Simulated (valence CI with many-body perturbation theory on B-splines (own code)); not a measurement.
## Ir LVI: E2, M1 decay

Computed by valence CI with perturbative core correlation (CI+MBPT): four valence electrons over a frozen Dirac-Fock core [Ar], radial functions for each j: 9 s, 9 p, 10 d, 8 f, 5 g, 3 h, 1 i, with the one-electron correlation potential Σ1, the two-electron term Σ2, the three-electron term Σ3, Breit, model QED; selected CI, second order for the rest (own B-spline code, finite nucleus).

No measured spectrum was set against this ion. As an estimate, large intervals hold to a few tenths of a per cent, small ones and those within an open d or f shell to about a per cent. The list stops below the first excitations out of the core. Only levels of the ground parity were solved; by the run's estimate the other parity begins above the list, which can be wrong where configurations are misplaced.

Lines 1 to 40 of 40 in falling wavelength, among levels below 254.05 eV, chosen from the decays that carry over 1 % of a level's rate. Wavelengths and rates use the calculated energies. Electric multipoles are in the length gauge, E1 and E2 with the static RPA response of the core. S is in atomic units (e²a₀⁴ for E2 and M2, e²a₀⁶ for E3), for M1 in squared Bohr magnetons. Weak lines are less certain than strong ones. Lines between different terms over intervals too small for the method are left out, as are lines whose strength nearly cancels. The highest levels of a list are the least certain.

Levels are named by their leading jj configuration (3d3/2^4 stands for four electrons in 3d with j = 3/2), which in mixed levels can hold well under half, so a name can repeat and another be missing. Letters in brackets count levels of one name in rising energy.

```tsv
λ vac (Å)	Upper	Lower	Type	A (s⁻¹)	S (a.u.)
4329	(3d3/2^2 3d5/2^2) J=6	(3d3/2^2 3d5/2^2) J=5	M1	8.45e+01	3.30e+00
3604	(3d3/2^3 3d5/2) J=3	(3d3/2^3 3d5/2) J=2	M1	2.32e+02	2.82e+00
1709	(3d3/2^3 3d5/2) J=3	(3d3/2^3 3d5/2) J=4	M1	1.55e+03	2.00e+00
768.3	(3d3/2^3 3d5/2) J=2	(3d3/2^3 3d5/2) J=1	M1	2.89e+04	2.43e+00
640.0	(3d3/2^2 3d5/2^2) J=2 [d]	(3d3/2^2 3d5/2^2) J=2 [c]	M1	3.03e+04	1.47e+00
623.1	(3d3/2^2 3d5/2^2) J=2 [b]	(3d3/2^2 3d5/2^2) J=2 [a]	M1	1.94e+04	8.69e-01
378.3	(3d3/2^2 3d5/2^2) J=2 [d]	(3d3/2^2 3d5/2^2) J=2 [b]	M1	1.78e+04	1.78e-01
349.4	(3d3/2^2 3d5/2^2) J=2 [d]	(3d3/2^2 3d5/2^2) J=3 [b]	M1	4.59e+03	3.63e-02
341.5	(3d3/2^2 3d5/2^2) J=4 [c]	(3d3/2^2 3d5/2^2) J=4 [a]	M1	4.06e+04	5.40e-01
323.7	(3d3/2^2 3d5/2^2) J=2 [d]	(3d3/2^2 3d5/2^2) J=1	M1	7.78e+03	4.89e-02
259.3	(3d3/2^2 3d5/2^2) J=2 [d]	(3d3/2^2 3d5/2^2) J=3 [a]	M1	3.19e+04	1.03e-01
221.8	(3d3/2^2 3d5/2^2) J=0 [b]	(3d3/2^2 3d5/2^2) J=1	M1	5.47e+05	2.21e-01
180.9	(3d3/2^2 3d5/2^2) J=2 [a]	(3d3/2^3 3d5/2) J=3	M1	1.43e+05	1.57e-01
174.2	(3d3/2^2 3d5/2^2) J=4 [a]	(3d3/2^3 3d5/2) J=3	M1	6.53e+05	1.15e+00
172.3	(3d3/2^2 3d5/2^2) J=2 [a]	(3d3/2^3 3d5/2) J=2	M1	1.78e+06	1.69e+00
168.9	(3d3/2^2 3d5/2^2) J=3 [a]	(3d3/2^3 3d5/2) J=3	M1	3.55e+06	4.44e+00
161.4	(3d3/2^2 3d5/2^2) J=3 [a]	(3d3/2^3 3d5/2) J=2	M1	2.51e+06	2.74e+00
158.1	(3d3/2^2 3d5/2^2) J=4 [a]	(3d3/2^3 3d5/2) J=4	M1	5.59e+06	7.37e+00
157.4	(3d3/2^3 3d5/2) J=1	(3d3/2^4) J=0	M1	6.14e+06	2.66e+00
147.3	(3d3/2^2 3d5/2^2) J=5	(3d3/2^3 3d5/2) J=4	M1	2.99e+06	3.90e+00
144.7	(3d3/2^2 3d5/2^2) J=3 [b]	(3d3/2^3 3d5/2) J=3	M1	8.43e+05	6.62e-01
143.8	(3d3/2^2 3d5/2^2) J=4 [b]	(3d3/2^3 3d5/2) J=3	M1	1.12e+06	1.11e+00
143.6	(3d3/2^2 3d5/2^2) J=1	(3d3/2^3 3d5/2) J=2	M1	5.83e+06	1.92e+00
142.4	(3d3/2^2 3d5/2^2) J=6	(3d3/2^3 3d5/2) J=4	E2	2.56e+02	1.74e-04
141.1	(3d3/2^2 3d5/2^2) J=0 [a]	(3d3/2^3 3d5/2) J=1	M1	1.44e+07	1.50e+00
140.7	(3d3/2^2 3d5/2^2) J=2 [a]	(3d3/2^3 3d5/2) J=1	M1	8.54e+06	4.41e+00
140.2	(3d3/2^2 3d5/2^2) J=2 [b]	(3d3/2^3 3d5/2) J=3	M1	3.46e+04	1.77e-02
139.1	(3d3/2^2 3d5/2^2) J=3 [b]	(3d3/2^3 3d5/2) J=2	M1	1.12e+05	7.79e-02
135.0	(3d3/2^2 3d5/2^2) J=2 [b]	(3d3/2^3 3d5/2) J=2	M1	1.48e+06	6.74e-01
133.4	(3d3/2^2 3d5/2^2) J=3 [b]	(3d3/2^3 3d5/2) J=4	M1	3.09e+06	1.90e+00
132.6	(3d3/2^2 3d5/2^2) J=4 [b]	(3d3/2^3 3d5/2) J=4	M1	1.79e+04	1.39e-02
130.6	(3d3/2^3 3d5/2) J=2	(3d3/2^4) J=0	E2	1.48e+03	2.52e-04
121.8	(3d3/2^2 3d5/2^2) J=2 [c]	(3d3/2^3 3d5/2) J=3	M1	5.42e+06	1.81e+00
117.8	(3d3/2^2 3d5/2^2) J=2 [c]	(3d3/2^3 3d5/2) J=2	M1	1.71e+06	5.19e-01
115.4	(3d3/2^2 3d5/2^2) J=4 [c]	(3d3/2^3 3d5/2) J=3	M1	1.90e+06	9.76e-01
114.8	(3d3/2^2 3d5/2^2) J=2 [b]	(3d3/2^3 3d5/2) J=1	M1	2.77e+05	7.76e-02
102.3	(3d3/2^2 3d5/2^2) J=2 [d]	(3d3/2^3 3d5/2) J=3	M1	5.81e+04	1.15e-02
99.47	(3d3/2^2 3d5/2^2) J=2 [d]	(3d3/2^3 3d5/2) J=2	M1	2.52e+05	4.60e-02
88.07	(3d3/2^2 3d5/2^2) J=2 [d]	(3d3/2^3 3d5/2) J=1	M1	5.67e+03	7.18e-04
78.28	(3d3/2^2 3d5/2^2) J=0 [b]	(3d3/2^3 3d5/2) J=1	M1	1.59e+06	2.83e-02
```
